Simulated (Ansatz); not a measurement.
CdF₂. The state is a singlet with charge 0. Geometry r2SCAN-D4/def2-TZVP.

```tsv
atom	x (Å)	y (Å)	z (Å)
Cd1	-0.0001	-0.0001	0.0001
F2	-1.7757	0.1988	-0.7036
F3	1.7757	-0.1986	0.7035
```

In the def2 sets Cd takes a core potential; there is no spin–orbit coupling. The structure comes from a short search, and lower isomers may exist.

Q: Estimate the orbital energies around the gap (eV) in Ansatz with PBE-D4/def2-TZVP, r2SCAN-D4/def2-TZVP, r2SCAN-D4/def2-TZVPD, r2SCANh-D4/def2-TZVP, BHLYP-D4/def2-TZVP.

A: 
| orbital | PBE-D4/def2-TZVP | r2SCAN-D4/def2-TZVP | r2SCAN-D4/def2-TZVPD | r2SCANh-D4/def2-TZVP | BHLYP-D4/def2-TZVP |
| --- | --- | --- | --- | --- | --- |
| HOMO−9 | -13.95 | -14.43 | -14.44 | -15.31 | -18.50 |
| HOMO−8 | -13.95 | -14.43 | -14.44 | -15.31 | -18.50 |
| HOMO−7 | -13.81 | -14.36 | -14.37 | -15.24 | -18.40 |
| HOMO−6 | -13.81 | -14.36 | -14.37 | -15.24 | -18.40 |
| HOMO−5 | -9.53 | -9.81 | -9.91 | -10.41 | -12.76 |
| HOMO−4 | -9.40 | -9.64 | -9.70 | -10.23 | -12.56 |
| HOMO−3 | -8.71 | -9.10 | -9.20 | -9.83 | -12.56 |
| HOMO−2 | -8.71 | -9.10 | -9.20 | -9.83 | -12.49 |
| HOMO−1 | -8.16 | -8.55 | -8.65 | -9.28 | -12.00 |
| HOMO | -8.16 | -8.55 | -8.65 | -9.28 | -12.00 |
| LUMO | -3.36 | -3.09 | -3.14 | -2.74 | -1.63 |
| LUMO+1 | -1.11 | -0.70 | -0.74 | -0.48 | 0.05 |
| LUMO+2 | -1.11 | -0.70 | -0.74 | -0.48 | 0.05 |
| LUMO+3 | 1.24 | 1.98 | 1.35 | 2.17 | 2.43 |
| LUMO+4 | 2.91 | 3.59 | 2.31 | 3.82 | 4.53 |
| LUMO+5 | 5.07 | 5.65 | 3.56 | 5.88 | 6.54 |
